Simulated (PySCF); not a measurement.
Al₂H₄, SMILES [AlH2][AlH2].

Geometry optimised at TPSSh-D3(BJ)/def2-TZVP.

Two levels are set side by side: TDA-PBE/def2-TZVPD (PySCF) and ADC(2)/aug-cc-pVDZ (PySCF). Vertical, same geometry; the bases differ. Differences are taken from unrounded values.

```json
[
 {"quantity": "lowest singlet excitation (eV)", "ADC(2)": "3.88", "TDA-PBE": "3.39", "TDA-PBE minus ADC(2)": "-0.49"}
]
```

A lower first singlet is the usual sign of a functional without exact exchange. Differences between two approximate levels are no errors against the true value.

Rough cost on one machine, each run with all the roots and properties that it gave: ADC(2) against TDA-PBE about 3 times.
